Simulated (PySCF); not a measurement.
A run for PySCF: R-HF/STO-3G on N2 (SMILES N#N).

```python
from pyscf import gto, scf, dft, mp
from pyscf.data.elements import chemcore

mol = gto.M(
    atom='''
    N     0.10233743   -0.33449021    0.15443636
    N     0.10422743   -0.33848157   -0.93595964
    ''',
    basis='sto-3g',
    charge=0, spin=0, verbose=3, max_memory=1800)
mf = scf.RHF(mol)
mf.conv_tol = 1e-8
mf.max_cycle = 100
mf.kernel()
if not mf.converged:
    mf = mf.newton().run(mf.mo_coeff, mf.mo_occ)
```

Problem. Predict the final total energy.

Solution. -107.4937 hartree.
